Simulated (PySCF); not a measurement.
# Molecular orbitals of NaZn⁺

M06-L at R = 2.741 Å; basis Na 6-31G(d,p), Zn 6-31G(d,p); no relativity; PySCF 2.14. State: ¹Σ⁺ (singlet), closed shell. Only the outer orbitals are listed, counted within each symmetry.

```
orbital  occ.  ε (eV)  on Na (%)   main shells (%)
     9σ     2  -13.90          3           98 Zn d
     4π     2  -13.74          1          100 Zn d
     4π     2  -13.74          1          100 Zn d
     1δ     2  -13.60          0          100 Zn d
     1δ     2  -13.60          0          100 Zn d
    10σ     2  -10.79          5           94 Zn s
    11σ     0   -6.45         57  55 Na s, 38 Zn p
     5π     0   -5.50         20  80 Zn p, 19 Na p
     5π     0   -5.50         20  80 Zn p, 19 Na p
```

Task: Which are the highest filled and the lowest empty level, where do they sit, and how wide is the gap?

Result: Highest filled 10σ at -10.79 eV (in %: 94 Zn s); lowest empty 11σ at -6.45 eV (in %: 55 Na s, 38 Zn p); the gap at M06-L is 4.34 eV.

```json
{"bond order (Mayer)": "0.32", "⟨S²⟩": "0.000", "charge on Na (Mulliken, basis-dependent)": "0.83", "charge on Na (Löwdin, basis-dependent)": "0.50", "dipole moment (positive dipole points towards Zn; it is taken about the centre of mass and depends on that origin)": "-6.73 D"}
```

Closed-shell solutions of metal pairs were not tested for spin polarisation, which can lower them a little.
